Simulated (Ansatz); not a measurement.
Program: Ansatz. Geometries: PBE0-D4/def2-TZVP. ΔE: electronic, gas phase. CCSD(T)/CBS adds triple-zeta CCSD(T) − MP2 to the extrapolated MP2 energy (def2 sets, frozen cores). This one scheme is used for every species. DFT in def2-TZVPP. B3LYP here is the variant with VWN-RPA as its local correlation; programs differ in this. Each species was taken in one conformer, which may not be the lowest.

`N[SiH](O)[SiH3]` + `N[SiH2]N` → `N[SiH2]N[SiH](N)O` + SiH₄  (cleavage of the Si–Si bond)

| level | ΔE (kJ/mol) | difference from CCSD(T)/CBS |
| --- | --- | --- |
| PBE-D4 | -86.5 | 15.9 |
| B3LYP-D4 | -101.7 | 0.7 |
| r2SCAN | -98.0 | 4.4 |
| PBE0 | -86.7 | 15.7 |
| SCS-MP2/def2-TZVPP | -110.6 | -8.2 |
| CCSD/def2-TZVPP | -105.3 | -2.9 |
| CCSD(T)/def2-TZVPP | -106.9 | -4.5 |
| SCS-MP2/def2-QZVPP | -108.0 | -5.6 |
| MP2/CBS(def2) | -108.2 | -5.8 |
| CCSD/CBS(def2) | -100.8 | 1.6 |
| CCSD(T)/CBS | -102.4 | 0 |

Largest T1 diagnostic among the species: 0.012.

From PBE to PBE0 (25 % exact exchange), in def2-TZVPP and without D4, ΔE moves by −6.2 kJ/mol. The D4 term adds −9.3 kJ/mol with B3LYP and −5.2 kJ/mol with PBE0; it sums over pairs of atoms, weighted by their polarisabilities, and B3LYP, whose exchange is more repulsive, gets the larger term.

CCSD(T)/CBS has its own doubt, a few kJ/mol and more with outer-core shells, so smaller differences from it don't rank the levels.
